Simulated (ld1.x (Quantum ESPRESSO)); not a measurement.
Building the ultrasoft potential for V (Z = 23) (LDA (PZ), scalar-relativistic).

- Element: vanadium
- Generator: ld1.x (Quantum ESPRESSO) 7.5
- Type: ultrasoft
- Functional: LDA (PZ)
- Relativity: scalar-relativistic
- Frozen core: [Ar]
- Valence charge: 5
- Reference configuration: 3d3 4s1.75 4p0.25
- Partial waves: 4s (bound): rcut 1.70, rcutus 2.00 bohr; 4s channel at 0.05 Ry: rcut 1.70, rcutus 2.00 bohr; 4p (bound): rcut 3.40, rcutus 3.85 bohr; 4p channel at 2.35 Ry: rcut 3.40, rcutus 3.85 bohr; 3d (bound): rcut 1.95, rcutus 2.05 bohr; 3d channel at 0.55 Ry: rcut 1.95, rcutus 2.05 bohr
- Local potential: all-electron potential smoothed inside 1.60 bohr (lloc = -1)
- Core correction: Bessel-smoothed model core inside 1.20 bohr
- Augmentation charge: PSQ, inside the norm-conserving radii

(1) Does the generator finish with these settings?

## Answers

(1) No. ld1.x (Quantum ESPRESSO) 7.5 stopped with "run_pseudo: Errors in PS-KS equation": the pseudo-atom solver did not find the valence states with the expected number of nodes, which is the usual sign of a ghost state. Before that it printed "Warning: n=1, l=0 expected 0 nodes, found 1".
